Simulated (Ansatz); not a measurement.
The cluster NbB7⁺. The state is a doublet with charge 1. Geometry PBE-D4/def2-SVP; atoms count from 1.

Cartesian coordinates in Å:
```
Nb -0.6865 -1.0174 -0.8681
B -0.4036 -0.0189 1.1864
B 1.1826 0.4157 0.1829
B -0.3329 -1.6681 1.1193
B 0.6472 1.1700 -1.1301
B 1.0578 -0.9461 1.0251
B -0.6185 1.0885 0.0585
B -0.8461 0.9763 -1.5739
```

In the def2 sets Nb takes a core potential; there is no spin–orbit coupling. The structure comes from a short search, and lower isomers may exist.

**Question.** Estimate the Mulliken populations from the PBE0/def2-TZVP orbitals of Ansatz.

**Answer.** 
| atom | charge (e) | spin (α − β) | d electrons |
| --- | --- | --- | --- |
| Nb1 | 0.85 | 0.92 | 3.38 |
| B2 | 0.04 | 0.03 | – |
| B3 | -0.03 | 0.08 | – |
| B4 | -0.04 | -0.08 | – |
| B5 | 0.09 | 0.06 | – |
| B6 | 0.09 | 0.06 | – |
| B7 | 0.04 | 0.03 | – |
| B8 | -0.04 | -0.08 | – |
Mulliken values depend strongly on the basis.

**Question.** Where does the spin sit?

**Answer.** Summed by element: Nb 0.92, B 0.08, of 1 unpaired in all. Largest on single atoms: Nb1 0.92, B4 -0.08, B8 -0.08.

**Question.** And the Mayer bond orders between heavy atoms (over 0.3)?

**Answer.** Nb1–B2 0.59 (2.30 Å); Nb1–B3 0.44 (2.58 Å); Nb1–B4 1.18 (2.12 Å); Nb1–B5 0.46 (2.58 Å); Nb1–B6 0.46 (2.58 Å); Nb1–B7 0.59 (2.30 Å); Nb1–B8 1.18 (2.12 Å); B2–B3 0.42 (1.93 Å); B2–B4 0.87 (1.65 Å); B2–B6 0.62 (1.74 Å); B2–B7 0.84 (1.60 Å); B3–B5 0.93 (1.61 Å); B3–B6 0.93 (1.61 Å); B3–B7 0.42 (1.93 Å); B4–B6 1.23 (1.57 Å); B5–B7 0.62 (1.74 Å); B5–B8 1.23 (1.57 Å); B7–B8 0.87 (1.65 Å).
